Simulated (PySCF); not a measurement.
# Nuclear quadrupole coupling in `C[C@H](Cl)/C(=C\O[SiH3])C1CC1`

Species: C7H13ClOSi.
Structure used (GFN2-xTB), in Å, numbered top down from 1:
```
atom  x, y, z in Å
C1    -0.1946   -2.5949    0.6156
C2     0.2123   -1.2762    1.2529
Cl3   -0.5433   -1.1573    2.8855
C4    -0.1900   -0.0816    0.4390
C5     0.7463    0.7110   -0.0874
O6     2.0677    0.4936    0.0821
Si7    3.3773    1.2847   -0.4739
C8    -1.6404    0.1460    0.2458
C9    -2.1877    0.5631   -1.0950
C10   -2.2072    1.5260    0.0452
H11    0.2955   -2.6886   -0.3515
H12   -1.2705   -2.6395    0.4676
H13    0.1065   -3.4277    1.2464
H14    1.2896   -1.2519    1.4288
H15    0.4865    1.5706   -0.6908
H16    3.3661    2.6829   -0.0376
H17    4.4104    0.4779    0.1506
H18    3.3999    1.2523   -1.9388
H19   -2.2543   -0.5315    0.8249
H20   -1.4778    0.7271   -1.8909
H21   -3.1206    0.1305   -1.4234
H22   -1.5224    2.3589    0.0326
H23   -3.1542    1.7517    0.5112
```

Field gradients from the PBE0/pcSseg-1 density (PySCF, non-relativistic), principal values in atomic units, ordered |Vxx| ≤ |Vyy| ≤ |Vzz|:

| atom | Vxx | Vyy | Vzz |
| --- | --- | --- | --- |
| Cl3 | -1.8457 | -1.9284 | 3.7740 |
| O6 | -0.7197 | -0.8993 | 1.6191 |

Question: Find the asymmetry η = (Vxx − Vyy)/Vzz and the couplings χ = eQV/h (234.96 MHz × Q in barn × V in au), with Q(35Cl) = −0.0817 b, Q(17O) = −0.0256 b.

Answer: 
| atom | environment | nucleus | η | χzz (MHz) | χxx (MHz) | χyy (MHz) |
| --- | --- | --- | --- | --- | --- | --- |
| Cl3 | alkyl chlorine | 35Cl | 0.02 | -72.45 | 35.43 | 37.02 |
| O6 | silyl ether oxygen | 17O | 0.11 | -9.74 | 4.33 | 5.41 |

The gradient is axial or nearly so (η below 0.05) at Cl3. 

Question: What is Vzz at Cl3 in SI units (1 au = 9.71736 × 10²¹ V/m²)?

Answer: 3.7740 au = 36.674 × 10²¹ V/m².

Were the hydrogens deuterons (Q(2H) = 0.00286 b), χzz would run from 105 kHz (H18 and H16) to 225 kHz (H22).

Geometry: GFN2-xTB, one conformer, isolated molecule. GFN2-xTB bond lengths can be off by several hundredths of an ångström, more for odd bonds, and the gradients follow them. With so small a basis the couplings can be 20 % off.
